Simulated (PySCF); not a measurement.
Electronic absorption of BH9O2Si3

Species: BH9O2Si3.
InChI=1S/BH9O2Si3/c2-1(3)6(4)5/h2-3,6H,4-5H3

Level of theory: TDDFT CAM-B3LYP/def2-SVPD, vertical, gas phase, core orbitals frozen in the response in PySCF. The structure is a single PBE0-D3(BJ)/def2-SVP conformer in the gas phase; no vibrational or solvent corrections. Torsions of this conformer, `[OH:1][B:2]([OH:3])[SiH:4]([SiH3:5])[SiH3:6]`: O1–B2–Si4–Si5 -56°, H–O1–B2–O3 0°, H–O3–B2–O1 0°.

```
state  E (eV)  λ (nm)       f  |μ| (D)  main configurations (H = HOMO, L = LUMO)
   S1    6.45   192.1  0.0089     0.60                H-1→L+1 (75%), H→L+2 (13%)
   S2    6.56   188.9   0.102     2.02                               H→L+1 (91%)
   S3    6.88   180.1  0.0033     0.35                                 H→L (88%)
   S4    6.94   178.6   0.180     2.61                               H-1→L (91%)
   S5    7.07   175.4   0.096     1.89     H→L+6 (48%), H→L+2 (21%), H→L+4 (11%)
   S6    7.20   172.2   0.057     1.44              H-1→L+2 (55%), H-1→L+6 (13%)
   S7    7.22   171.8   0.231     2.90   H→L+2 (25%), H→L+3 (19%), H-1→L+2 (15%)
   S8    7.45   166.5   0.021     0.86                               H→L+5 (74%)
   S9    7.54   164.4   0.329     3.39     H→L+3 (25%), H→L+2 (23%), H→L+4 (23%)
  S10    7.55   164.3   0.016     0.75                H-2→L+1 (69%), H→L+4 (11%)
```

Triplets, Tamm–Dancoff:

```json
{"state": "T1", "E (eV)": "5.53", "λ (nm)": "224.3", "main configurations (H = HOMO, L = LUMO)": "H-1→L+1 (80%)"}
{"state": "T2", "E (eV)": "5.84", "λ (nm)": "212.3", "main configurations (H = HOMO, L = LUMO)": "H→L+1 (91%)"}
{"state": "T3", "E (eV)": "6.07", "λ (nm)": "204.2", "main configurations (H = HOMO, L = LUMO)": "H→L+2 (74%)"}
{"state": "T4", "E (eV)": "6.51", "λ (nm)": "190.5", "main configurations (H = HOMO, L = LUMO)": "H→L+6 (50%), H→L+3 (14%), H→L+4 (10%)"}
```

The lowest singlet comes at 192 nm (623 kJ/mol) in the vacuum ultraviolet; it is weak; its leading configuration is HOMO-1→LUMO+1 (75%). The most intense listed level is S9 at 7.54 eV (164 nm, f = 0.329), 1.09 eV above S1. S9/S10 lie within about 0.01 eV of each other. Löwdin shares by element: HOMO silicon 75%, hydrogen 6% or more (atoms not listed hold the other 20%); LUMO oxygen 37%, boron 32%, hydrogen 12% or more (atoms not listed hold the other 19%). The listed states span 1.09 eV, and the widest gap between neighbours is 0.32 eV (S2 to S3). Of the 10 states listed, 8 reach f = 0.01 and none stays under 0.0005. Orbital energies (eV): HOMO-3 -10.89, HOMO-2 -10.23, HOMO-1 -9.22, HOMO -8.90, LUMO 0.07, LUMO+1 0.59, LUMO+2 1.09. The vertical ionisation energy (ΔSCF) is 9.53 eV, 1.98 eV above S10. Only the lowest 10 singlets were computed, as vertical energies without vibronic structure.

Without π bonds the low states are Rydberg-like; a valence basis with one diffuse set may place them up to an eV too high.
